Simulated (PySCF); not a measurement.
PySCF input file for Nb(NH)(F)2(OH) (F2H2NNbO), SMILES [NH]=[Nb]([OH])([F])[F], multiplicity 1, TDDFT-PBE/def2-SVPD. The structure is a stationary point at B3LYP-D3(BJ)/def2-SVP. The multiplicity is an assumed one; no other spin state was optimised. The structure was generated by enumeration; whether it is a known compound was not checked. The def2 effective core potentials stand for the cores of Nb; spin–orbit coupling is left out. The values are those of a single conformer.

```python
import numpy as np
from pyscf import gto, scf, dft, tdscf

mol = gto.M(
    atom='''
    Nb    0.01589581    0.00762973    0.00000000
    N    -0.06030372    1.75385466   -0.00000001
    H    -0.06084282    2.77015393   -0.00000001
    F     0.91542651   -0.54606219    1.55935521
    F     0.91542660   -0.54606219   -1.55935516
    O    -1.75337426   -0.66189231   -0.00000005
    H    -2.61944338   -0.23569761   -0.00000007
    ''',
    basis='def2-SVPD',
    ecp={'Nb': 'def2-svp'},
    charge=0,
    spin=0,
    symmetry=True,
    max_memory=1600,
    verbose=4,
)
mf = dft.RKS(mol, xc='pbe').density_fit(auxbasis='def2-universal-jkfit')
mf.grids.level = 3
mf.conv_tol = 1e-9
mf.max_cycle = 100
mf.kernel()
mf.grids = dft.Grids(mol).set(level=1).build(with_non0tab=True)  # coarser grid for the response kernel
td = tdscf.TDDFT(mf)
td.singlet = True
td.nstates = 10
td.conv_tol = 1e-4
td.positive_eig_threshold = 1e-6
td.kernel(x0=td.get_init_guess(mf, 15))
td.analyze()
tt = tdscf.TDA(mf)
tt.singlet = False
tt.nstates = 4
tt.conv_tol = 1e-4
tt.positive_eig_threshold = 1e-6
tt.kernel(x0=tt.get_init_guess(mf, 9))
tt.analyze(verbose=3)
```

Log of the run:

```
PySCF version 2.14.0

[INPUT] verbose = 4
[INPUT] num. atoms = 7
[INPUT] num. electrons = 48
[INPUT] charge = 0
[INPUT] spin (= nelec alpha-beta = 2S) = 0
[INPUT] symmetry True subgroup None
[INPUT] Mole.unit = angstrom
[INPUT] Symbol           X                Y                Z      unit          X                Y                Z       unit  Magmom
[INPUT]  1 Nb     0.015895810000   0.007629730000   0.000000000000 AA    0.030038727428   0.014418100104   0.000000000000 Bohr   0.0
[INPUT]  2 N     -0.060303720000   1.753854660000  -0.000000010000 AA   -0.113957515092   3.314304969692  -0.000000018897 Bohr   0.0
[INPUT]  3 H     -0.060842820000   2.770153930000  -0.000000010000 AA   -0.114976266446   5.234832250588  -0.000000018897 Bohr   0.0
[INPUT]  4 F      0.915426510000  -0.546062190000   1.559355210000 AA    1.729905391066  -1.031907986080   2.946754277814 Bohr   0.0
[INPUT]  5 F      0.915426600000  -0.546062190000  -1.559355160000 AA    1.729905561142  -1.031907986080  -2.946754183327 Bohr   0.0
[INPUT]  6 O     -1.753374260000  -0.661892310000  -0.000000050000 AA   -3.313397145262  -1.250795189856  -0.000000094486 Bohr   0.0
[INPUT]  7 H     -2.619443380000  -0.235697610000  -0.000000070000 AA   -4.950030587005  -0.445403931115  -0.000000132281 Bohr   0.0

nuclear repulsion = 213.925325466256
point group symmetry = Cs
symmetry origin: [-2.98377804e-09 -7.45944569e-10 -2.48648175e-09]
symmetry axis x: [ 1.00000000e+00 -7.12844628e-09  1.36618917e-08]
symmetry axis y: [-7.12844600e-09 -1.00000000e+00 -2.04063499e-08]
symmetry axis z: [-1.36618919e-08 -2.04063496e-08  1.00000000e+00]
num. orbitals of irrep A' = 88
num. orbitals of irrep A" = 51
number of shells = 55
number of NR pGTOs = 209
number of NR cGTOs = 139
basis = def2-SVPD
ecp = {'Nb': 'def2-svp'}


[settings echo left out]
init E= -380.478898529484
HOMO (A") = -0.645025849318708  LUMO (A') = -0.54471632333517  gap/eV = 2.72956
cycle= 1 E= -385.297713412115  delta_E= -4.82  |g|= 3.12  |ddm|= 6.53
HOMO (A') = -0.0475324631906417  LUMO (A") = -0.0395558417637787  gap/eV = 0.21705
cycle= 2 E= -378.65361323137  delta_E= 6.64  |g|= 5.46  |ddm|= 12.8
HOMO (A') = -0.192853581283256  LUMO (A') = -0.0426045180139525  gap/eV = 4.08849
cycle= 3 E= -387.012630697229  delta_E= -8.36  |g|= 1.53  |ddm|= 12.1
HOMO (A") = -0.239171958623906  LUMO (A') = -0.0943623112192498  gap/eV = 3.94047
cycle= 4 E= -386.647907122537  delta_E= 0.365  |g|= 2.25  |ddm|= 2.73
HOMO (A") = -0.246742886267355  LUMO (A') = -0.0867540652977432  gap/eV = 4.35352
cycle= 5 E= -387.524132559052  delta_E= -0.876  |g|= 0.312  |ddm|= 1.35
HOMO (A") = -0.289205044519222  LUMO (A') = -0.101789772459696  gap/eV = 5.09983
cycle= 6 E= -387.529788131445  delta_E= -0.00566  |g|= 0.272  |ddm|= 0.411
HOMO (A") = -0.264827308087538  LUMO (A') = -0.086429598199274  gap/eV = 4.85445
cycle= 7 E= -387.545629670937  delta_E= -0.0158  |g|= 0.0427  |ddm|= 0.212
HOMO (A") = -0.262235903707711  LUMO (A') = -0.0855045965175592  gap/eV = 4.80910
cycle= 8 E= -387.545931524935  delta_E= -0.000302  |g|= 0.0255  |ddm|= 0.041
HOMO (A") = -0.262598786270974  LUMO (A') = -0.0859688201961362  gap/eV = 4.80635
cycle= 9 E= -387.546053315311  delta_E= -0.000122  |g|= 0.00434  |ddm|= 0.0181
HOMO (A") = -0.262587013283505  LUMO (A') = -0.0858317431074376  gap/eV = 4.80976
cycle= 10 E= -387.546057734049  delta_E= -4.42e-06  |g|= 0.00105  |ddm|= 0.00387
HOMO (A") = -0.262647599814048  LUMO (A') = -0.0858166136890013  gap/eV = 4.81182
cycle= 11 E= -387.546057992535  delta_E= -2.58e-07  |g|= 0.00023  |ddm|= 0.00114
HOMO (A") = -0.262658562033963  LUMO (A') = -0.0858318324911451  gap/eV = 4.81170
cycle= 12 E= -387.54605800459  delta_E= -1.21e-08  |g|= 2.78e-05  |ddm|= 0.000302
HOMO (A") = -0.262659475989371  LUMO (A') = -0.0858324350287702  gap/eV = 4.81171
cycle= 13 E= -387.546058004745  delta_E= -1.55e-10  |g|= 4.69e-06  |ddm|= 3.26e-05
HOMO (A") = -0.262658396940672  LUMO (A') = -0.085832936263408  gap/eV = 4.81167
Extra cycle  E= -387.546058004642  delta_E= 1.03e-10  |g|= 2.1e-05  |ddm|= 2.02e-05
converged SCF energy = -387.546058004642
tot grids = 34016
Overwritten attributes  positive_eig_threshold  of <class 'pyscf.tdscf.rks.CasidaTDDFT'>


******** <class 'pyscf.tdscf.rks.CasidaTDDFT'> for <class 'pyscf.df.df_jk.DFSymAdaptedRKS'> ********
nstates = 10 singlet
deg_eia_thresh = 1.000e-03
wfnsym = None
conv_tol = 0.0001
eigh lindep = 1e-12
eigh level_shift = 0
eigh max_cycle = 100


Excitation energies (eV)
[4.87459361 5.11370649 5.1986541  5.31995437 5.95044051 6.09315127
 6.14067901 6.28759734 6.40926906 6.43611992]

** Singlet excitation energies and oscillator strengths **
Excited State   1:   A"      4.87459 eV    254.35 nm  f=0.0012
      23 -> 26        0.22290
      24 -> 25       -0.67045
Excited State   2:   A'      5.11371 eV    242.45 nm  f=0.0007
      23 -> 25        0.44717
      24 -> 26       -0.54469
Excited State   3:   A"      5.19865 eV    238.49 nm  f=0.0011
      23 -> 26       -0.66945
      24 -> 25       -0.22033
Excited State   4:   A'      5.31995 eV    233.06 nm  f=0.0197
      23 -> 25        0.49480
      23 -> 28        0.19266
      23 -> 29        0.11407
      24 -> 26        0.39846
      24 -> 30       -0.19654
Excited State   5:   A"      5.95044 eV    208.36 nm  f=0.0142
      24 -> 27       -0.43482
      24 -> 28       -0.55252
Excited State   6:   A"      6.09315 eV    203.48 nm  f=0.0123
      23 -> 30       -0.10498
      24 -> 27        0.53768
      24 -> 28       -0.42648
      24 -> 29       -0.11765
Excited State   7:   A'      6.14068 eV    201.91 nm  f=0.0154
      23 -> 27       -0.58184
      23 -> 28       -0.36082
      23 -> 29        0.15830
Excited State   8:   A'      6.28760 eV    197.19 nm  f=0.0075
      23 -> 27        0.35452
      23 -> 28       -0.51361
      23 -> 29        0.10700
      24 -> 30       -0.28466
Excited State   9:   A"      6.40927 eV    193.45 nm  f=0.0037
      22 -> 25       -0.69319
Excited State  10:   A"      6.43612 eV    192.64 nm  f=0.0004
      22 -> 25       -0.10066
      23 -> 30       -0.18353
      24 -> 27       -0.13011
      24 -> 29       -0.65693

** Transition electric dipole moments (AU) **
state          X           Y           Z        Dip. S.      Osc.
  1        -0.0000     -0.0000      0.1014      0.0103      0.0012
  2         0.0741     -0.0103     -0.0000      0.0056      0.0007
  3         0.0000     -0.0000      0.0943      0.0089      0.0011
  4         0.0386      0.3870     -0.0000      0.1513      0.0197
  5         0.0000     -0.0000     -0.3125      0.0977      0.0142
  6        -0.0000      0.0000      0.2866      0.0821      0.0123
  7        -0.3193      0.0174      0.0000      0.1023      0.0154
  8         0.1677      0.1431     -0.0000      0.0486      0.0075
  9        -0.0000      0.0000     -0.1532      0.0235      0.0037
 10        -0.0000      0.0000      0.0532      0.0028      0.0004

WARN: ECP detected. Skipping calculation of transition velocity and magnetic dipole moments, which have not yet been implemented.

Overwritten attributes  positive_eig_threshold  of <class 'pyscf.tdscf.rks.TDA'>


******** <class 'pyscf.tdscf.rks.TDA'> for <class 'pyscf.df.df_jk.DFSymAdaptedRKS'> ********
nstates = 4 triplet
deg_eia_thresh = 1.000e-03
wfnsym = None
conv_tol = 0.0001
eigh lindep = 1e-12
eigh level_shift = 0
eigh max_cycle = 100


Excitation energies (eV)
[4.43524965 4.57776217 4.65203862 4.90842096]

** Triplet excitation energies and oscillator strengths **
Excited State   1:   A'      4.43525 eV    279.54 nm  f=0.0000
Excited State   2:   A"      4.57776 eV    270.84 nm  f=0.0000
Excited State   3:   A'      4.65204 eV    266.52 nm  f=0.0000
Excited State   4:   A"      4.90842 eV    252.59 nm  f=0.0000
```

The calculation finished and met its thresholds.

Cost: very roughly 40 core-seconds.
